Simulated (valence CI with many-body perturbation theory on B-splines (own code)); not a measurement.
## Co20+ in brief

Calculated by relativistic CI+MBPT: five valence electrons over a frozen Dirac-Fock core [He], radial functions for each j: 11 s, 11 p, 10 d, 8 f, 5 g, 2 h, with the one-electron correlation potential Σ1 (screened to all orders), the two-electron term Σ2, the three-electron term Σ3, Breit, model QED; selected single and double excitations, second order for the rest, scaled by the run's own slope (own B-spline code, finite nucleus).

No measured spectrum was set against this ion. As an estimate, levels of excited configurations hold to 0.05 to 0.15 % of their energy, terms of the ground configuration to about 0.5 %. Among the levels kept, up to 5400 cm⁻¹ of a level comes from second order outside the variational space, and about a tenth of that is noise between levels of different J, which matters for small intervals.

Names give the largest LS component (configuration and term), which can be under half, so a name can repeat, a term be missing and a line seem to break the LS rules; names also repeat where a configuration has a term twice.

Rates and lifetimes use the calculated energies. Strong lines usually hold to 10 to 20 %, long lifetimes can be off by a factor of two.

What is the ground level?

2s²2p³ ⁴S°_3/2, composition 84 % 2s²2p³ ⁴S° + 12 % 2s²2p³ ²P° + 3 % 2s²2p³ ²D°, g = 1.877.

How well does LS coupling describe the low levels?

Among the lowest 20 levels the leading LS term, summed over configurations, holds 86 % on average. For single configurations the figures are 86 % in LS and 79 % in jj coupling. Terms mix most in the J = 3/2 level at 72.774 Ry, where the leading one holds 63 %.

Name the longest-lived excited levels whose lifetime is computed, and their main decay.

2s²2p³ ²D°_5/2 at 1.748 Ry lives 324 μs, mostly by M1 to 2s²2p³ ⁴S°_3/2; 2s²2p³ ²D°_3/2 at 1.342 Ry lives 39.5 μs, mostly by M1 to 2s²2p³ ⁴S°_3/2; 2s²2p³ ²P°_1/2 at 2.558 Ry lives 17.7 μs, mostly by M1 to 2s²2p³ ⁴S°_3/2.

What is the ionisation energy?

1722.8 eV; NIST lists 1724 ± 3 eV (semi-empirical).

Among levels below 87.573 Ry, which E1 lines absorb most strongly from the ground level?

to 2s²2p²3d ⁴P_3/2 at 1.174 nm, f = 0.480; to 2s²2p²3d ⁴P_5/2 at 1.176 nm, f = 0.442; to 2s²2p²3d ²F_5/2 at 1.181 nm, f = 0.205.
